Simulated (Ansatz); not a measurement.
Consider the atomization: `C[SiH](Cl)N[SiH2]Cl` → C• + 2 Cl• + 7 H• + N• + 2 Si•.

Gas-phase electronic energies from Ansatz, PBE0-D4/def2-TZVP geometries. CCSD(T)/CBS adds triple-zeta CCSD(T) − MP2 to the extrapolated MP2 energy (def2 sets, frozen cores). This one scheme is used for every species, atoms too. Functionals use def2-TZVPP. B3LYP here is the variant with VWN-RPA as its local correlation; programs differ in this. Open shells (•) are unrestricted, without spin–orbit coupling. Spin–orbit coupling would lower the free atoms: a little for C, Cl, Si. One conformer a species, not always the lowest.

| level | ΔE (kcal/mol) |
| --- | --- |
| PBE0-D4 | 1083.7 |
| ωB97X-V | 1094.8 |
| B2PLYP | 1071.2 |
| B3LYP | 1068.8 |
| HF/def2-TZVPP | 810.0 |
| SCS-MP2/def2-TZVPP | 1070.1 |
| HF/def2-QZVPP | 812.2 |
| HF/CBS(def2) | 812.6 |

Problem. What does CCSD(T)/CBS give? (An estimate is asked.)

Solution. The calculation gave: +1089.4 kcal/mol. The listed levels differ from it by -5.7, 5.4, -18.2, -20.6, -279.4, -19.3, -277.2, -276.8 kcal/mol.

Largest T1 diagnostic among the species: 0.012.

The D4 term adds +15.3 kcal/mol with B3LYP and +8.2 kcal/mol with PBE0; it sums over pairs of atoms, weighted by their polarisabilities, and B3LYP, whose exchange is more repulsive, gets the larger term. In def2-TZVPP, CCSD(T) changes the Hartree–Fock value by +246.8 kcal/mol (the triples alone add +14.4 kcal/mol) and MP2 by +261.8 kcal/mol; breaking electron pairs costs correlation energy, which Hartree–Fock lacks.

For atomizations the MP2-based limit and the directly extrapolated one differ by several kJ/mol either way, and by 10 to 25 for some Ge, Se and Sn compounds, so smaller differences from it don't rank the levels.
